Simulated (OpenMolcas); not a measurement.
Os6+: effect of correlating more closed shells

```yaml
Program: OpenMolcas
Basis: ANO-RCC-VQZP [9s8p6d4f3g2h]
Scalar_Hamiltonian: DKH2, point nucleus
Active_space: 2 electrons in 5 orbitals (5d)
State_averaging: 2S+1 = 3 even, 10 roots; 2S+1 = 1 even, 15 roots
Spin-orbit_coupling: state interaction with AMFI integrals over the reference wave functions, term energies averaged over their components
```

Methods on the same reference wave functions:
A. CASSCF
B. SS-CASPT2, IPEA 0.25 Eh, imaginary shift 0.1 Eh (closed shells correlated: 5s 5p)
C. SS-CASPT2, IPEA 0.25 Eh, imaginary shift 0.1 Eh (closed shells correlated: 4f 5s 5p)

Energies in cm-1 above 5d2 3F2, the measured ground level; measured values from van het Hof, Joshi, Wyart and Sugar, J. Res. Natl. Inst. Stand. Technol. 100, 687 (1995).

```
         Level      A      B      C  Measured
       5d2 3F2    0.0    0.0    0.0       0.0
       5d2 3F3   9751  10080  10090     10308
       5d2 3F4  17756  17770  17760          
       5d2 3P0  18162  16470  16150     15837
       5d2 3P1  23942  22630  22310     22098
       5d2 1G4  33149  31400  31260     31274
5d2 3P2 [56 %]  34829  33030  32820     33127
       5d2 1S0  63849  58200  57870     57710
```

Deviations, from unrounded energies. A percentage is the sum of absolute deviations over the sum of measured energies, with the sign that they share, or ± where signs differ.

| Against measurement | Levels | A | B | C |
| --- | --- | --- | --- | --- |
| mean absolute deviation (cm-1) | 6 | 2400 | 350 | 210 |
| fine structure of the ground term (%) | 1 | -5.4 | -2.2 | -2.1 |
| other terms of the ground configuration (%) | 5 | +8.7 | ±1.2 | ±0.6 |

C lies closest to measurement on these levels and A furthest from it. The largest miss of C in the table is 5d2 3P0, by +310 cm-1. The ranking rests on the paired levels alone, and a cruder setting can come out closer through cancelling errors.

Between B and C the level of the table that moves most is 5d2 1S0, by 320 cm-1 (lowest in C, highest in B). Moves below CASPT2's spread within the term are not significant.

The mean deviations of B to C differ by less than CASPT2's widest spread within a term (710 cm-1), so their order carries little weight.

From A to B the spin-free energies of the other terms of 5d2 shown, above 3F, scale by factors of 0.87 to 0.88, as is usual when dynamic correlation screens the repulsion within a d or f shell.

The lowest spin-free term lies below A's lowest term by 0.249 hartree in B, 1.142 hartree in C.

What an inner shell adds also hangs on whether the basis holds functions to correlate it.

Term energies are means over components that CASPT2 splits; among the terms shown or strongly mixed into the levels shown the widest spread is 710 cm-1 (5d2 1G, C). Without dynamic correlation excited terms often stand tens of per cent too high (terms of higher spin than the ground term too low), and those without a measured partner can miss by more than the paired ones (holds for A). Computed and measured levels are paired by configuration, term and J; levels that our copy of the source lacks, or whose pairing is in doubt (as where it misses far off the trend of its configuration), stay unpaired and out of the deviations. Only configurations of the active space appear. The table leaves out levels that lie high or whose names do not pair safely across all columns.

A share in square brackets marks a mixed level and gives the weight of the term that names it, the lowest over the columns.
